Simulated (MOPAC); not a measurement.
MOPAC input (PM3):

```
PM3 FORCE THERMO(298,298) PRECISE LET GEO-OK AUX(PRECISION=9) THREADS=1
C3H2F2O

F     0.28681459 1    1.97099945 1    0.26664785 1
C    -0.10729322 1    0.72600463 1    0.09485521 1
C     0.46050791 1   -0.50107733 1   -0.05937476 1
F     1.60133954 1   -1.13902973 1   -0.12621998 1
O    -0.74744001 1   -1.21745369 1   -0.17367371 1
C    -1.48443991 1    0.07464115 1   -0.01351482 1
H    -2.10826898 1    0.06975019 1    0.89042724 1
H    -2.07989686 1    0.30868771 1   -0.90621873 1
```

Output:

```
 *******************************************************************************
 **                                                                           **
 **                              MOPAC v23.2.5                                **
 **                                                                           **
 *******************************************************************************
 ** MOPAC's Digital Object Identifier: https://doi.org/10.5281/zenodo.6511958 **
 **                                                                           **
 ** Please cite the open-source release paper for use of this MOPAC version:  **
 ** J. E. Moussa and J. J. P. Stewart (2026)                                  **
 ** MOPAC: An open-source semiempirical molecular orbital program             **
 ** J. Open Source Softw., 11(119), 8025, https://doi.org/10.21105/joss.08025 **
 *******************************************************************************

                              PM3 CALCULATION RESULTS

 *******************************************************************************
 *  PM3        - The PM3 Hamiltonian to be used
 *  GEO-OK     - OVERRIDE INTERATOMIC DISTANCE AND OTHER SAFETY CHECKS
 *  LET        - OVERRIDE SOME SAFETY CHECKS
 *  PRECISE    - TIGHTER CRITERIA TO BE USED
 *  FORCE      - FORCE CALCULATION SPECIFIED
 *  AUX        - OUTPUT AUXILIARY INFORMATION
 *  THERMO     - THERMODYNAMIC QUANTITIES TO BE CALCULATED
 *******************************************************************************
PM3 FORCE THERMO(298,298) PRECISE LET GEO-OK AUX(PRECISION=9) THREADS=1
 C3H2F2O

   ATOM   CHEMICAL          X               Y               Z
  NUMBER   SYMBOL      (ANGSTROMS)     (ANGSTROMS)     (ANGSTROMS)

     1       F          0.28681459  *   1.97099945  *   0.26664785  *
     2       C         -0.10729322  *   0.72600463  *   0.09485521  *
     3       C          0.46050791  *  -0.50107733  *  -0.05937476  *
     4       F          1.60133954  *  -1.13902973  *  -0.12621998  *
     5       O         -0.74744001  *  -1.21745369  *  -0.17367371  *
     6       C         -1.48443991  *   0.07464115  *  -0.01351482  *
     7       H         -2.10826898  *   0.06975019  *   0.89042724  *
     8       H         -2.07989686  *   0.30868771  *  -0.90621873  *

          CARTESIAN COORDINATES

    NO.       ATOM           X           Y           Z

     1         F          0.2868      1.9710      0.2666
     2         C         -0.1073      0.7260      0.0949
     3         C          0.4605     -0.5011     -0.0594
     4         F          1.6013     -1.1390     -0.1262
     5         O         -0.7474     -1.2175     -0.1737
     6         C         -1.4844      0.0746     -0.0135
     7         H         -2.1083      0.0698      0.8904
     8         H         -2.0799      0.3087     -0.9062

  H: (PM3): J. J. P. STEWART, J. COMP. CHEM. 10, 209 (1989).
  C: (PM3): J. J. P. STEWART, J. COMP. CHEM. 10, 209 (1989).
  O: (PM3): J. J. P. STEWART, J. COMP. CHEM. 10, 209 (1989).
  F: (PM3): J. J. P. STEWART, J. COMP. CHEM. 10, 209 (1989).

           Empirical Formula: C3 H2 O F2  =     8 atoms

      MOLECULAR POINT GROUP   :   Cs
[...]
 VIBRATION         14    9A'         ATOM PAIR     ENERGY CONTRIBUTION    RADIAL
 FREQUENCY          1371.73         C 3 -- C 6         +14.5% ( 56.6%)     71.8%
 TRANSITION DIPOLE   0.8858         C 3 -- O 5         +12.6% ( 52.9%)     79.7%
 TRAVEL (Ang.)       0.1815         C 6 -- H 8         +12.6% ( 52.9%)      5.9%
 REDUCED MASS        1.4916         C 6 -- H 7         +12.6% ( 52.9%)      5.9%
 EFFECTIVE MASS      8.7217         C 2 -- C 6         +12.0% ( 51.6%)     54.6%
 FORCE CONSTANT      1.6536         O 5 -- C 6         +10.3% ( 47.6%)    100.0%
                            C 2 -- C 3         +10.2% ( 47.5%)     90.9%

 VIBRATION         15   10A'         ATOM PAIR     ENERGY CONTRIBUTION    RADIAL
 FREQUENCY          1705.32         F 1 -- C 2         +19.3% ( 76.9%)     99.1%
 TRANSITION DIPOLE   3.2152         C 2 -- C 3         +18.0% ( 74.3%)      0.1%
 TRAVEL (Ang.)       0.1011         C 3 -- F 4         +17.2% ( 72.6%)     99.2%
 REDUCED MASS        3.8689         C 2 -- C 6         +12.0% ( 60.7%)     57.2%
 EFFECTIVE MASS     13.6972         C 2 -- O 5         +11.9% ( 60.5%)     99.7%
 FORCE CONSTANT      6.6291         C 3 -- C 6         +10.8% ( 57.5%)     96.6%
                            C 3 -- O 5         +10.8% ( 57.4%)     34.3%

 VIBRATION         16   11A'         ATOM PAIR     ENERGY CONTRIBUTION    RADIAL
 FREQUENCY          2098.02         C 2 -- C 3         +29.4% ( 90.8%)    100.0%
 TRANSITION DIPOLE   1.5902         C 3 -- F 4         +14.2% ( 63.0%)     94.9%
 TRAVEL (Ang.)       0.0806         F 1 -- C 2         +12.7% ( 59.7%)     92.7%
 REDUCED MASS        4.9521         C 3 -- C 6         +11.5% ( 56.8%)     83.0%
 EFFECTIVE MASS     12.5714         C 3 -- O 5         +11.2% ( 56.0%)      9.9%
 FORCE CONSTANT     12.8428         C 2 -- O 5         +10.4% ( 53.9%)     90.6%
                            C 2 -- C 6         +10.3% ( 53.8%)     25.2%

 VIBRATION         17    6A"         ATOM PAIR     ENERGY CONTRIBUTION    RADIAL
 FREQUENCY          3030.30         C 6 -- H 7         +48.2% ( 72.2%)     96.8%
 TRANSITION DIPOLE   0.1735         C 6 -- H 8         +48.2% ( 72.2%)     96.8%
 TRAVEL (Ang.)       0.2052         O 5 -- C 6          +1.2% ( 11.3%)      0.0%
 REDUCED MASS        0.5284         C 3 -- C 6          +1.2% ( 11.3%)      0.0%
 EFFECTIVE MASS      1.5802
 FORCE CONSTANT      2.8589

 VIBRATION         18   12A'         ATOM PAIR     ENERGY CONTRIBUTION    RADIAL
 FREQUENCY          3048.26         C 6 -- H 8         +48.9% ( 69.8%)     96.5%
 TRANSITION DIPOLE   0.2351         C 6 -- H 7         +48.9% ( 69.8%)     96.5%
 TRAVEL (Ang.)       0.2137         C 3 -- C 6          +0.8% (  8.7%)     98.9%
 REDUCED MASS        0.4842         O 5 -- C 6          +0.7% (  8.6%)     40.3%
 EFFECTIVE MASS      1.2896
 FORCE CONSTANT      2.6509

      SYMMETRY NUMBER FOR POINT-GROUP Cs  =  1

          SYSTEM IS A GROUND STATE

 C3H2F2O

          MOLECULE IS NOT LINEAR

          THERE ARE 18 GENUINE VIBRATIONS IN THIS SYSTEM
          THIS THERMODYNAMICS CALCULATION IS LIMITED TO
          MOLECULES WHICH HAVE NO INTERNAL ROTATIONS

                    CALCULATED THERMODYNAMIC PROPERTIES
                                          *
   TEMP. (K)   PARTITION FUNCTION   H.O.F.    ENTHALPY  HEAT CAPACITY ENTROPY
                                   KCAL/MOL   CAL/MOLE    CAL/K/MOL  CAL/K/MOL

 298.00  VIB.     0.3299D+01                  1352.2113    11.0727     6.9099
         ROT.     0.1328D+06                   888.2803     2.9808    26.4235
         INT.     0.4383D+06                  2240.4916    14.0535    33.3334
         TRA.     0.8537D+27                  1480.4672     4.9680    39.4687
         TOT.                      -69.867    3720.9588    19.0215    72.8021

   *: NOTE: HEATS OF FORMATION ARE RELATIVE TO THE
            ELEMENTS IN THEIR STANDARD STATE AT 298K
              (=  Standard Enthalpy of Formation).

            Hvib:  Zero-point energy is not included.
                   frequencies of less than zero cm-1 are not included.
            Hrot = (3/2)RT
            Htra = (3/2)RT + pV = (5/2)RT

            Heat capacity is Cp, not Cv

          For more information, see: HTTP://OpenMOPAC.net/Manual/thermochemistry.html

           FORCE CONSTANT IN CARTESIAN COORDINATES (Millidynes/A)

    ATOM   CHEMICAL       X               Y               Z
   NUMBER   SYMBOL  FORCE CONSTANT  FORCE CONSTANT  FORCE CONSTANT

      1       F       11.283066        0.674802        0.229665
      2       C       20.088227        8.284696        1.542659
      3       C       10.250408       19.157852        1.451089
      4       F        1.110458       10.614066        0.244156
      5       O        8.249630        3.968572        0.888052
      6       C        5.123758        9.974672        8.294665
      7       H        0.590901        2.007496        3.723024
      8       H        0.590915        2.007604        3.722903

 **********************
 *                    *
 * JOB ENDED NORMALLY *
 *                    *
 **********************

 == MOPAC DONE ==
```
